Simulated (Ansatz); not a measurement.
Computed with Ansatz on PBE0-D4/def2-TZVP structures; ΔE is electronic, products minus reactants. CCSD(T)/CBS is the MP2 limit (def2-TZVPP, def2-QZVPP) plus CCSD(T) − MP2 in def2-TZVPP, frozen cores. DFT in def2-TZVPP. One conformer a species, not always the lowest.

`[SiH3]CC1=CB1` → `BC([SiH3])C#C`  (isomerisation)

| species | ωB97M-V energy (Eh) |
| --- | --- |
| `[SiH3]CC1=CB1` | -432.77411 |
| `BC([SiH3])C#C` | -432.74006 |

(1) Work out ΔE.

Largest T1 diagnostic among the species: 0.013.

## Answers

(1) ΔE = (-432.74006) − (-432.77411) = 0.03405 Eh = +89.4 kJ/mol. CCSD(T)/CBS gives +74.6 kJ/mol.

In def2-TZVPP, CCSD(T) changes the Hartree–Fock value by −7.0 kJ/mol (the triples alone add −1.6 kJ/mol) and MP2 by −5.6 kJ/mol. From PBE to PBE0 (25 % exact exchange), in def2-TZVPP and without D4, ΔE moves by +7.4 kJ/mol.
